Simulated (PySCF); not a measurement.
ammonia borane (BH6N), SMILES [NH3+][BH3-]. Atoms are numbered in the order given.

```xyz
8

B      0.0000     0.0000    -0.9246
N      0.0000     0.0000     0.7243
H      0.0000    -1.1752    -1.2431
H      1.0178     0.5876    -1.2431
H     -1.0178     0.5876    -1.2431
H     -0.8270    -0.4774     1.0940
H      0.0000     0.9549     1.0940
H      0.8270    -0.4774     1.0940
```
Charge 0, spin multiplicity 1.

Geometry: PBE-D3(BJ)/def2-TZVP.

Method: PySCF with PBE-D3(BJ)/def2-TZVP.

Harmonic, unscaled wavenumbers; measured fundamentals usually lie a few per cent lower.

Modes within 1.5 cm⁻¹ of each other (mostly degenerate sets) share a row, with their intensities summed.

```tsv
mode	ν (cm⁻¹)	IR (km/mol)	Raman (Å⁴/amu)	depolarisation	moving atoms (share of kinetic energy)
1	270	0.0	0.0	–	H 100 %
2–3	634	5.3	0.6	0.75	H 96 %
4	674	7.2	3.6	0.33	B 50 %, N 37 %, H 13 %
5–6	1039	58.7	7.1	0.75	H 71 %, B 17 %, N 12 %
7–8	1141	2.8	14.2	0.75	H 96 %
9	1146	105.8	0.0	–	H 86 %, B 13 %
10	1288	94.6	6.7	0.35	H 85 %, N 15 %
11–12	1618	53.8	10.9	0.75	H 95 %
13	2389	56.7	187.9	0.03	H 98 %
14–15	2453	423.5	120.7	0.75	H 89 %, B 11 %
16	3369	0.3	125.2	0.00	H 98 %
17–18	3469	57.5	96.1	0.75	H 92 %, N 8 %
```
